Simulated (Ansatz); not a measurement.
This Ansatz (an electronic-structure program) input (PBE0/aug-pcseg-1) gives -583.46161 Eh with 126 basis functions. A basis named .json is the Basis Set Exchange file of that set (core-valence sets with the plain set on hydrogen).

Ansatz 0.2 input:
```yaml
crystal:
  periodic: [false, false, false]
  atoms:
    - {symbol: H, position_ang: [0.33973207, 0.02216095, 0.29015291]}
    - {symbol: H, position_ang: [0.61216699, 0.26660240, -0.35758104]}
    - {symbol: Si, position_ang: [0.31997472, -3.22844722, -1.09174152]}
    - {symbol: Si, position_ang: [1.02257822, -2.21408432, -3.08496121]}
    - {symbol: H, position_ang: [0.15346717, -4.68816196, -1.29853887]}
    - {symbol: H, position_ang: [1.32177122, -3.01315306, -0.01990183]}
    - {symbol: H, position_ang: [-0.97752051, -2.66164271, -0.65114210]}
    - {symbol: H, position_ang: [1.20733424, -0.75511930, -2.89411217]}
    - {symbol: H, position_ang: [2.31126389, -2.79888780, -3.52960173]}
    - {symbol: H, position_ang: [0.01372823, -2.42663374, -4.15137735]}
basis:
  gaussian:
    orbitals: aug-pcseg-1.json
hamiltonian:
  xc: {name: PBE0}
magnetization: {spin_polarized: false}
```

Change:
```diff
- orbitals: aug-pcseg-1.json
+ orbitals: jun-cc-pV_T+d_Z.json
```

Question: What does the run give now?

Answer: -583.51708 Eh (PBE0/jun-cc-pV(T+d)Z, 208 functions), a change of -55.47 mEh.
